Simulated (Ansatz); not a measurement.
```yaml
crystal:
  periodic: [false, false, false]
  atoms:
    - {symbol: C, position_ang: [-1.476275, -1.018292, 0.969747]}
    - {symbol: N, position_ang: [-0.303477, -0.288453, 0.643316]}
    - {symbol: Mo, position_ang: [0.508648, 1.010135, -0.144016]}
    - {symbol: N, position_ang: [1.796982, 0.158866, -1.298959]}
    - {symbol: O, position_ang: [-0.593943, 1.892526, -1.056596]}
    - {symbol: F, position_ang: [1.333057, 2.084494, 1.144962]}
    - {symbol: H, position_ang: [-1.352667, -2.065138, 0.672602]}
    - {symbol: H, position_ang: [-2.360024, -0.613304, 0.464510]}
    - {symbol: H, position_ang: [-1.643347, -0.997419, 2.051405]}
    - {symbol: H, position_ang: [2.120604, 0.599305, -2.148460]}
    - {symbol: H, position_ang: [2.035841, -0.819719, -1.278011]}
basis:
  gaussian: {orbitals: STO-3G}
magnetization: {spin_polarized: true, initial_magnetization: 6}
hamiltonian: {xc: {name: SVWN5}}
output: {forces: true}
```

```sh
$ ansatz run in.yaml --threads 4 --pin off --events-out ev --progress --plain --max-ram 11315MiB
```

It prints (some lines left out):

```
Functional definition: SVWN5
  name "SVWN5"
  cite "Dirac, Proc. Camb. Phil. Soc. 26, 376 (1930) doi:10.1017/S0305004100016108"
  cite "Slater, Phys. Rev. 81, 385 (1951) doi:10.1103/PhysRev.81.385"
  cite "Vosko, Wilk & Nusair, Can. J. Phys. 58, 1200 (1980) doi:10.1139/p80-159"
  exchange = slater_x
  correlation = vwn5_c
760 factors; integrals over basis functions are off by at most 2.9e-4 eV
mean field evaluation 1: about -115678.8730 eV, gradient 4.6e1 eV
mean field evaluation 2: about -115647.5981 eV, gradient 6.7e1 eV
mean field evaluation 4: about -115658.1071 eV, gradient 6.5e1 eV
mean field evaluation 8: about -115693.8567 eV, gradient 2.0e-1 eV
mean field evaluation 16: about -115693.7748 eV, gradient 7.2e-4 eV
mean field -115693.77475020 eV, -4251.6678020126 hartree, gradient 2.2e-6 eV, S^2 12.004738; 10 other end points of the search recorded, 0 dependent functions left out
the calculation of the forces begins
reference -115693.77477584 eV, -4251.6678029551 hartree; 45, 39 occupied and 12, 18 virtual orbitals, 760 factors
Total energy: -115693.77477584 eV, -4251.6678029551 hartree
Atom 0 at    -1.476275    -1.018292     0.969747 Å, force    -2.031941    -1.743944     1.090616 eV/Å
Atom 1 at    -0.303477    -0.288453     0.643316 Å, force    -3.645806    -6.364369     3.305269 eV/Å
Atom 2 at     0.508648     1.010135    -0.144016 Å, force     9.599336     5.548507     2.258417 eV/Å
Atom 3 at     1.796982     0.158866    -1.298959 Å, force    -0.072655     0.781092     0.133961 eV/Å
Atom 4 at    -0.593943     1.892526    -1.056596 Å, force    -6.041769     4.027695    -4.659443 eV/Å
Atom 5 at     1.333057     2.084494     1.144962 Å, force     0.660468     0.536720    -0.019497 eV/Å
Atom 6 at    -1.352667    -2.065138     0.672602 Å, force    -0.156011    -0.872327    -0.144376 eV/Å
Atom 7 at    -2.360024    -0.613304     0.464510 Å, force    -0.551707     0.204457    -0.250733 eV/Å
Atom 8 at    -1.643347    -0.997419     2.051405 Å, force    -0.361810    -0.125199     0.800524 eV/Å
Atom 9 at     2.120604     0.599305    -2.148460 Å, force     1.634153     0.640409    -2.180664 eV/Å
Atom 10 at     2.035841    -0.819719    -1.278011 Å, force     0.967742    -2.633042    -0.334074 eV/Å
Dipole moment:     0.113170    -0.464618    -0.100995 e Å
```

Q: What is wrong with this run?

A: The spin is set far too high for this molecule. The calculation finished and met its thresholds. The result belongs to that input, not to the molecule as meant.
